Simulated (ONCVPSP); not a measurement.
**manganese (Mn), ONCV: configuration errors across variants**

```json
{"Element": "Mn (Z = 25)", "Generator": "ONCVPSP 4.0.1", "Type": "optimised norm-conserving Vanderbilt (ONCV)", "Functional": "PBEsol", "Relativity": "scalar-relativistic", "Frozen core": "[Ne]", "Valence charge": "15", "Reference configuration": "3s2 3p6 3d5 4s1 (charge +1)", "Partial waves": "3s+4s: rc 1.35 bohr, ncon 4, nbas 8, qcut 10.8 1/bohr, 2 projectors; 3p: rc 1.05 bohr, ncon 4, nbas 7, qcut 15.8 1/bohr, 2 projectors, debl 1.3 Ha; 3d: rc 1.25 bohr, ncon 5, nbas 10, qcut 10.3 1/bohr, 2 projectors, debl 2.4 Ha", "Local potential": "polynomial inside 0.65 bohr (lpopt 5, dvloc0 -1 Ha)", "Core correction": "Teter function, fcfact 4.25, rcfact 1.75"}
```

In the p channel the program set the typed energies aside and used -2.305, 0.250 Ha.

All-electron excitation energies from the reference (eV): (1) 3s2 3p6 3d5 4s2 -8.433; (2) 3s2 3p6 3d5 4s0 15.512; (3) 3s2 3p6 3d4 4s0 47.992; (4) 3s2 3p6 3d3 4s0 98.713.

1 further variants failed, have other tests or too few solved ones, and are left out.

A true bound ghost makes a file unfit for plane-wave use even where its test errors are small: the radial tests pick states by their node count and pass the ghost by.

Errors AE − PS in meV (a dash: test not solved or not reliable):

```tsv
change	(1)	(2)	(3)	(4)	bound ghosts	GHOST(+) flags above zero
base	+1.1	-0.4	+8.7	+109	none	none
p: qcut 11.7	+1.1	-0.4	+9.0	+111	none	none
p: qcut 13.1	+1.1	-0.4	+8.8	+110	none	none
p: qcut 16	+1.1	-0.4	+8.7	+109	none	none
p: qcut 17.8	+1.1	-0.4	+8.7	+109	none	none
p: qcut 19.3	+1.1	-0.4	+8.4	+107	none	none
p: qcut 21.7	+1.1	-0.4	+6.8	+96	p	none
```

(1) Give the same row for: p: qcut 9.2.

Results:

(1) +1.1, -0.4, +9.1, +112; bound ghosts: none; GHOST(+) flags above zero: none.
